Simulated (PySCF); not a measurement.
# How methods differ on the excitation energy of B

B [He] 2s2 2p1 (2P) → B [He] 2s1 2p2 (4P), as a difference of total energies. All numbers are calculated (PySCF 2.14, the non-relativistic Hamiltonian (point nucleus), in def2-TZVPPD (6s3p3d1f, 37 functions)). Correlated levels: valence and next inner shell: nothing frozen. The calculations carry no spin-orbit coupling.

| method | excitation energy (eV) |
| --- | --- |
| UHF | 2.189 |
| MP2 (valence and next inner shell) | 3.071 |
| SCS-MP2 (valence and next inner shell) | 3.437 |
| CCSD (valence and next inner shell) | 3.491 |
| CCSD(T) (valence and next inner shell) | 3.529 |

Question: How much does correlation contribute at CCSD(T) (valence and next inner shell)?

Answer: 3.529 − (2.189) = 1.340 eV, measured against UHF.
